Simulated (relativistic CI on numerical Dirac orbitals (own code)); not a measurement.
## Radial parameters of Yb¹⁸⁺

Computed by Dirac-Coulomb-Breit CI, separate exchange-only KLI orbitals for each configuration, a model potential for QED, unscaled Slater integrals (own radial code, finite nucleus).

Slater integrals F^k, G^k are unscaled and averaged over j, outside the closed core [Ar] 3d10 4p6 4d10; ζ comes from projecting the Hamiltonian with its Breit term on Σ l·s of the shell.

- 4s2 4f6: F^2(4f,4f) = 187980, F^4(4f,4f) = 121110, F^6(4f,4f) = 88105, ζ(4f) = 4319 cm⁻¹; <r>(4f) = 0.5427, <r^2>(4f) = 0.3437 (bohr units).
- 4s2 4f5 5s: F^2(4f,4f) = 190700, F^4(4f,4f) = 122970, F^6(4f,4f) = 89493, ζ(4f) = 4472.1, G^3(4f,5s) = 32123 cm⁻¹; <r>(4f) = 0.5361, <r^2>(4f) = 0.3353, <r>(5s) = 0.942, <r^2>(5s) = 0.9874 (bohr units).
- 4s2 4f4 5s2: F^2(4f,4f) = 193730, F^4(4f,4f) = 125060, F^6(4f,4f) = 91051, ζ(4f) = 4627.6 cm⁻¹; <r>(4f) = 0.5291, <r^2>(4f) = 0.3261 (bohr units).

Averages of the first 6 configurations, taken without configuration mixing, which lowers the lowest level and can move excited configurations by several eV; other configurations of the list can lie among them:

```tsv
Configuration	Parity	States	Average energy above the lowest level (eV)
4s2 4f6	even	3003	17.4
4s2 4f5 5s	odd	4004	43.4
4s2 4f4 5s2	even	1001	76.9
4s2 4f5 6s	odd	4004	215.3
4s 4f7	odd	6864	517.9
4f8	even	3003	1020.7
```
